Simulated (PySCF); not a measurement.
# Curvature of the energy in the electron number along the 4d series, charge -1

Calculated with PySCF 2.14, in aug-cc-pVTZ-PP with ECP28MDF, ECP: one orbital is emptied in steps, and each cell gives the departure of E from the straight line at half an electron, in eV (from a cubic fit). The exact functional gives zero.

```json
{"species": "Nb⁻", "orbital": "5s beta", "LDA": "-0.49", "PBE": "-0.44", "r2SCAN": "-0.32", "PBE0": "-0.29", "BHandHLYP": "-0.23", "LC-wPBE": "0.05"}
{"species": "Mo⁻", "orbital": "5s beta", "LDA": "-0.50", "PBE": "-0.44", "r2SCAN": "-0.31", "PBE0": "-0.29", "BHandHLYP": "-0.24", "LC-wPBE": "0.04"}
{"species": "Ru⁻", "orbital": "5s beta", "LDA": "-0.58", "PBE": "-0.55", "r2SCAN": "-0.47", "PBE0": "-0.37", "BHandHLYP": "-0.26", "LC-wPBE": "0.05"}
{"species": "Rh⁻", "orbital": "5s beta", "LDA": "-0.61", "PBE": "-0.58", "r2SCAN": "-0.50", "PBE0": "-0.39", "BHandHLYP": "-0.26", "LC-wPBE": "0.06"}
{"species": "Pd⁻", "orbital": "5s alpha", "LDA": "-0.60", "PBE": "-0.58", "r2SCAN": "-0.52", "PBE0": "-0.39", "BHandHLYP": "-0.25", "LC-wPBE": "0.03"}
{"species": "Ag⁻", "orbital": "5s beta", "LDA": "-0.65", "PBE": "-0.63", "r2SCAN": "-0.55", "PBE0": "-0.42", "BHandHLYP": "-0.27", "LC-wPBE": "0.07"}
```

How does the mean departure depend on the functional?

LDA -0.57 eV; PBE -0.54 eV; r2SCAN -0.45 eV; PBE0 -0.36 eV; BHandHLYP -0.25 eV; LC-wPBE 0.05 eV. Semilocal functionals are convex (delocalisation error), and exact exchange removes curvature roughly in proportion to its share, so among the functionals the range-separated hybrids usually come closest to zero.

At the full anion the orbital energy is positive in some cells, where the basis helps to hold the electron.

No spin-orbit coupling is included.
